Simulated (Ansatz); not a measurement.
System: AlBr2, charge 0, doublet. AlBr2 (SMILES [Br][Al][Br], doublet).
B3LYP-D3(BJ)/def2-TZVP minimum from Ansatz (a first-principles code):
```
Al
Br 1 2.2822
Br 1 2.2822 2 119.32
```
Charge 0, spin multiplicity 2.

Total energies in hartree (Ansatz). Open shells are spin-unrestricted; no spin-orbit coupling. Cores are frozen in correlated methods (noble-gas shells, and filled d and f shells in the p block). No relativity. Where a partner has so few electrons that a lower coupled-cluster level is exact, that level stands in. Spin-orbit terms, left out, reach several kcal/mol for Br and I, and more for heavier atoms. The spin of AlBr2 ([Br][Al][Br], doublet) was assumed, and the state is the lowest solution found for it.

```csv
species,HF/def2-TZVPP,CCSD(T)/def2-TZVPP,HF/def2-QZVPP,CCSD(T)/def2-QZVPP,CCSD(T)/def2-SVP,CCSDT(Q)/def2-SVP
"1: AlBr2 (SMILES [Br][Al][Br], doublet)",-5386.87876,-5387.29330,-5386.98402,-5387.44042,-5386.46839,-5386.46980
2: Al (doublet),-241.87439,-241.92630,-241.88067,-241.93422,-241.83346,-241.83372
3: Br (doublet),-2572.39810,-2572.55635,-2572.44770,-2572.62201,-2572.19581,-2572.19614
```

### Question
Work out the atomisation energy (electronic, to ground-state atoms) in kcal/mol: take Hartree-Fock from def2-QZVPP, extrapolate the CCSD(T) correlation energy as X^-3 (X = 3, 4), and add CCSDT(Q) - CCSD(T) in def2-SVP. 1 hartree = 627.51 kcal/mol.

### Answer

Species 1: correlation (64·(-0.45640) - 27·(-0.41454))/37 = -0.48695; step -0.00141; E1 = -5386.98402 + (-0.48695) + (-0.00141) = -5387.47238
Species 2: correlation (64·(-0.05355) - 27·(-0.05191))/37 = -0.05475; step -0.00026; E2 = -241.88067 + (-0.05475) + (-0.00026) = -241.93568
Species 3: correlation (64·(-0.17431) - 27·(-0.15825))/37 = -0.18603; step -0.00033; E3 = -2572.44770 + (-0.18603) + (-0.00033) = -2572.63406
-1·E1 +1·E2 +2·E3 = 0.26858 hartree = 168.5 kcal/mol.
